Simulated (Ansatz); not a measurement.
System: sum formula HSO₃ (charge -1, singlet). 
Geometry from a B3LYP-D3(BJ)/def2-TZVP (Ansatz, a program for electronic structure) optimisation:
```xyz
5

O     -0.3543     1.3602     0.1331
S     -0.2316    -0.0434    -0.3568
O     -0.8761    -1.0049     0.5681
O      1.4881    -0.3047    -0.0723
H      1.6435     0.2898     0.6780
```
Charge -1, spin multiplicity 1.

Basis-set convergence of Hartree-Fock and CCSD(T) correlation energies (hartree) with Ansatz. Cores are frozen in the correlated levels unless marked. Spin-orbit coupling is left out. No relativistic terms.

```
basis            functions       E(HF)  E(corr, CCSD(T))
---------------  ---------  ----------  ----------------
aug-cc-pV(D+d)Z        110  -622.73919          -0.81230
aug-cc-pV(T+d)Z        216           ?                 ?
```

Question: Complete the blanks.

Answer: 
- aug-cc-pV(T+d)Z, E(HF): -622.82695
- aug-cc-pV(T+d)Z, E(corr, CCSD(T)): -0.98847
